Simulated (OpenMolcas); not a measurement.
Yb V: CASPT2 settings compared

```
Program             : OpenMolcas 26.06
Basis               : ANO-R2 [8s6p4d3f1g]
Scalar Hamiltonian  : X2C, finite nucleus
Active space        : 12 electrons in 7 orbitals (4f)
State averaging     : 2S+1 = 3 even, 21 roots (18 in the spin-orbit step); 2S+1 = 1 even, 9 roots kept (CI in the orbitals of an earlier block)
Spin-orbit coupling : state interaction with AMFI integrals over the reference wave functions, term energies averaged over their components
```

Methods on the same reference wave functions:
A. CASSCF
B. SS-CASPT2, IPEA 0.2 Eh, imaginary shift 0.4 Eh (closed shells correlated: 5s 5p)
C. XMS-CASPT2, IPEA 0.6 Eh, sigma1 regulariser 0.4 Eh (closed shells correlated: 5s 5p)
D. XMS-CASPT2, IPEA 0.4 Eh, imaginary shift 0.5 Eh (closed shells correlated: none)

Energies in cm⁻¹ above 4f¹² ³H₆, the measured ground level; measured values from the list in Tchang-Brillet, Wyart, Meftah and Ait Mammar, Atoms 6, 52 (2018).

| Level | A | B | C | D | Measured |
| --- | --- | --- | --- | --- | --- |
| 4f¹² ³H₆ | 0.0 | 0.0 | 0.0 | 0.0 | 0.0 |
| 4f¹² ³F₄ [55 %] | 6969 | 6220 | 6530 | 6690 |  |
| 4f¹² ³H₅ | 9340 | 9340 | 9340 | 9340 | 9580 |
| 4f¹² ³H₄ [57 %] | 14843 | 14440 | 14580 | 14680 | 14405 |
| 4f¹² ³F₃ | 17945 | 16540 | 17040 | 17460 | 16372 |
| 4f¹² ³F₂ | 22615 | 21210 | 21710 | 22130 |  |

Deviations, from unrounded energies. A percentage is the sum of absolute deviations over the sum of measured energies, with the sign that they share, or ± where signs differ.

| Against measurement | Levels | A | B | C | D |
| --- | --- | --- | --- | --- | --- |
| mean absolute deviation (cm-1) | 3 | 750 | 150 | 360 | 540 |
| fine structure of the ground term (%) | 2 | ±2.8 | ±1.1 | ±1.7 | ±2.2 |
| other terms of the ground configuration (%) | 1 | +9.6 | +1.1 | +4.1 | +6.7 |

B lies closest to measurement on these levels and A furthest from it. The largest miss of B in the table is 4f¹² ³H₅, by -240 cm-1. The ranking rests on the paired levels alone, and a cruder setting can come out closer through cancelling errors.

Among B to D the level of the table that moves most is 4f¹² ³F₃, by 920 cm-1 (lowest in B, highest in D). Moves below CASPT2's spread within the term are not significant.

The mean deviations of B to D differ by less than CASPT2's widest spread within a term (810 cm-1), so their order carries little weight.

The lowest spin-free term lies below A's lowest term by 0.851 hartree in B, 0.849 hartree in C, 0.416 hartree in D.

Term energies are means over components that CASPT2 splits; among the terms shown or strongly mixed into the levels shown the widest spread is 810 cm-1 (4f¹² ³H, C). Some high roots are left out of the spin-orbit mixing, which shifts the levels that they would mix with. Without dynamic correlation excited terms often stand tens of per cent too high (terms of higher spin than the ground term too low), and those without a measured partner can miss by more than the paired ones (holds for A). Measured partners are found by configuration, term and J. A level has none where our copy of the source lacks it or the pairing is in doubt (some pairs that miss far off the trend of their configuration count as doubtful), and it then counts in no deviation. Only configurations of the active space appear. The table leaves out levels that lie high or whose names do not pair safely across all columns.

A share in square brackets marks a mixed level and gives the weight of the term that names it, the lowest over the columns.
